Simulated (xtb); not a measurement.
H₁₂N₄Zn (SMILES [NH3]->[Zn+2](<-[NH3])(<-[NH3])<-[NH3]), charge +2, singlet, at a GFN2-xTB geometry (such geometries of metal compounds can be far from the true shape); GFN1-xTB (xtb).

xtb was given this input:
```
$ xtb mol.xyz --gfn 1 --chrg 2 --json

# file mol.xyz
17

Zn     0.00000000    -0.00000000     0.00000000
N     -1.53567250    -0.90701452     1.02316825
H     -1.28458859    -1.19587345     1.97191899
H     -1.88481727    -1.75705256     0.57356415
H     -2.36073738    -0.31334349     1.13907004
N     -0.67437130     0.61833595    -1.84139149
H      0.05295694     1.03499625    -2.42790527
H     -1.41112412     1.32653274    -1.79381863
H     -1.07032581    -0.13482610    -2.40935059
N      0.66804094     1.62596606     1.06667441
H      1.06679797     1.38554945     1.97760979
H     -0.06239770     2.31203602     1.27253355
H      1.40129632     2.15771587     0.59108080
N      1.54200285    -1.33728749    -0.24845116
H      1.89464507    -1.72719605     0.62917368
H      2.36426521    -0.93737986    -0.70732924
H      1.29402935    -2.15115882    -0.81654727
```

**Question.** Write the output that xtb gives for this input, abridged.

**Answer.** 
```
   ID    Z sym.   atoms
    1   30 Zn     1
    2    7 N      2, 6, 10, 14
    3    1 H      3-5, 7-9, 11-13, 15-17

           -------------------------------------------------
          |                Calculation Setup                |
           -------------------------------------------------

           -------------------------------------------------
          |                 G F N 1 - x T B                 |
           -------------------------------------------------

          ...................................................
          :                      SETUP                      :
          :.................................................:
          :  # basis functions                  44          :
          :  # atomic orbitals                  44          :
          :  # shells                           34          :
          :  # electrons                        32          :
          :  # halogen bonds                     0          :
          :  max. iterations                   250          :
          :  Hamiltonian                  GFN1-xTB          :
          :  restarted?                      false          :
          :  GBSA solvation                  false          :
          :  PC potential                    false          :
          :  electronic temp.          300.0000000     K    :
          :  accuracy                    1.0000000          :
          :  -> integral cutoff          0.2500000E+02      :
          :  -> integral neglect         0.1000000E-07      :
          :  -> SCF convergence          0.1000000E-05 Eh   :
          :  -> wf. convergence          0.2000000E-04 e    :
          :  Broyden damping             0.4000000          :
          :  net charge                          2          :
          :  unpaired electrons                  0          :
          ...................................................

 iter      E             dE          RMSdq      gap      omega  full diag
   1    -19.3553645 -0.193554E+02  0.498E+00    5.88       0.0  T
   2    -19.3961751 -0.408107E-01  0.304E+00    6.63       1.0  T
   3    -19.3977039 -0.152876E-02  0.905E-01    6.44       1.0  T
   4    -19.3989353 -0.123142E-02  0.173E-01    6.60       1.0  T
   5    -19.3990786 -0.143238E-03  0.342E-03    6.56       7.1  T
   6    -19.3990788 -0.274811E-06  0.212E-04    6.56     114.4  T
   7    -19.3990788 -0.314973E-09  0.865E-05    6.56     280.3  T
   8    -19.3990788 -0.168843E-09  0.152E-07    6.56  100000.0  T

   *** convergence criteria satisfied after 8 iterations ***

         :::::::::::::::::::::::::::::::::::::::::::::::::::::
         ::                     SUMMARY                     ::
         :::::::::::::::::::::::::::::::::::::::::::::::::::::
         :: total energy             -19.201703933239 Eh    ::
         :: gradient norm              0.035964460498 Eh/a0 ::
         :: HOMO-LUMO gap              6.562615137927 eV    ::
         ::.................................................::
         :: SCC energy               -19.399078831293 Eh    ::
         :: -> electrostatic           0.360202505429 Eh    ::
         :: repulsion energy           0.203208818231 Eh    ::
         :: dispersion energy         -0.005833920177 Eh    ::
         :: halogen bond corr.         0.000000000000 Eh    ::
         :: add. restraining           0.000000000000 Eh    ::
         :: total charge               2.000000000000 e     ::
         :::::::::::::::::::::::::::::::::::::::::::::::::::::

           -------------------------------------------------
          |                Property Printout                |
           -------------------------------------------------

    * Orbital Energies and Occupations

         #    Occupation            Energy/Eh            Energy/eV
      -------------------------------------------------------------
         1        2.0000           -1.0976434             -29.8684
[...]
        18                         -0.4715804             -12.8324
        19                         -0.4715804             -12.8324
        20                         -0.4715804             -12.8324
        21                         -0.4148692             -11.2892
        22                         -0.4026142             -10.9557
        23                         -0.4026142             -10.9557
        24                         -0.4026142             -10.9557
        25                         -0.3719409             -10.1210
        26                         -0.3719409             -10.1210
        27                         -0.3631856              -9.8828
       ...                                ...                  ...
        44                          0.3654489               9.9444
      -------------------------------------------------------------
                  HL-Gap            0.2411717 Eh            6.5626 eV
             Fermi-level           -0.6714746 Eh          -18.2718 eV

  Mulliken/CM5 charges         n(s)   n(p)   n(d)
     1Zn    0.72974  1.02421   0.814  0.456  0.000
     2N    -0.47737 -1.08736   1.488  3.989  0.000
     3H     0.26498  0.44377   0.735  0.000  0.000
     4H     0.26498  0.44377   0.735  0.000  0.000
     5H     0.26498  0.44377   0.735  0.000  0.000
     6N    -0.47737 -1.08736   1.488  3.989  0.000
     7H     0.26498  0.44377   0.735  0.000  0.000
     8H     0.26498  0.44377   0.735  0.000  0.000
     9H     0.26498  0.44377   0.735  0.000  0.000
    10N    -0.47737 -1.08736   1.488  3.989  0.000
    11H     0.26498  0.44377   0.735  0.000  0.000
    12H     0.26498  0.44377   0.735  0.000  0.000
    13H     0.26498  0.44377   0.735  0.000  0.000
    14N    -0.47737 -1.08736   1.488  3.989  0.000
    15H     0.26498  0.44377   0.735  0.000  0.000
    16H     0.26498  0.44377   0.735  0.000  0.000
    17H     0.26498  0.44377   0.735  0.000  0.000

Wiberg/Mayer (AO) data.
largest (>0.10) Wiberg bond orders for each atom

 ---------------------------------------------------------------------------
     #   Z sym  total        # sym  WBO       # sym  WBO       # sym  WBO
 ---------------------------------------------------------------------------
     1  30 Zn   1.808 --    14 N    0.421     6 N    0.421    10 N    0.421
                             2 N    0.421
     2   7 N    3.274 --     3 H    0.916     4 H    0.916     5 H    0.916
                             1 Zn   0.421
     3   1 H    0.929 --     2 N    0.916
     4   1 H    0.929 --     2 N    0.916
     5   1 H    0.929 --     2 N    0.916
     6   7 N    3.274 --     8 H    0.916     7 H    0.916     9 H    0.916
                             1 Zn   0.421
     7   1 H    0.929 --     6 N    0.916
     8   1 H    0.929 --     6 N    0.916
     9   1 H    0.929 --     6 N    0.916
    10   7 N    3.274 --    12 H    0.916    13 H    0.916    11 H    0.916
                             1 Zn   0.421
    11   1 H    0.929 --    10 N    0.916
    12   1 H    0.929 --    10 N    0.916
    13   1 H    0.929 --    10 N    0.916
    14   7 N    3.274 --    16 H    0.916    17 H    0.916    15 H    0.916
                             1 Zn   0.421
    15   1 H    0.929 --    14 N    0.916
    16   1 H    0.929 --    14 N    0.916
    17   1 H    0.929 --    14 N    0.916
 ---------------------------------------------------------------------------

Topologies differ in total number of bonds
Writing topology from bond orders to xtbtopo.mol

 dipole moment from electron density (au)
     X       Y       Z
   0.0000  -0.0000  -0.0000  total (Debye):    0.000

           -------------------------------------------------
          | TOTAL ENERGY              -19.201703933239 Eh   |
          | GRADIENT NORM               0.035964460498 Eh/α |
          | HOMO-LUMO GAP               6.562615137927 eV   |
           -------------------------------------------------

normal termination of xtb
```
